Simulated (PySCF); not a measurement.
Ca: excitation energy

Ca [Ar] 4s2 (1S) → Ca [Ar] 4p2 (3P), as a difference of total energies. All numbers are calculated (PySCF 2.14, scalar relativity by spin-free X2C-1e, in aug-cc-pVTZ-X2C (7s6p4d2f, 59 functions)). Correlated levels: valence: [Ar] frozen. The calculations carry no spin-orbit coupling.

| method | excitation energy (eV) | error (eV) |
| --- | --- | --- |
| UHF | 4.178 | -0.596 |
| LDA | 4.604 | -0.170 |
| PBE | 4.321 | -0.453 |
| PBE0 | 4.390 | -0.384 |
| r2SCAN | 4.092 | -0.682 |
| HSE06 | 4.387 | -0.387 |
| B2PLYP | 4.752 | -0.022 |
| BHandHLYP | 4.813 | +0.039 |
| PW91 | 4.342 | -0.432 |
| MP2 (valence) | 4.599 | -0.175 |
| SCS-MP2 (valence) | 4.794 | +0.020 |

Reference: 4.774 eV (measured; NIST levels, between the centres of gravity of the two terms).

Errors of the correlated levels include the incompleteness of this basis and the frozen core.
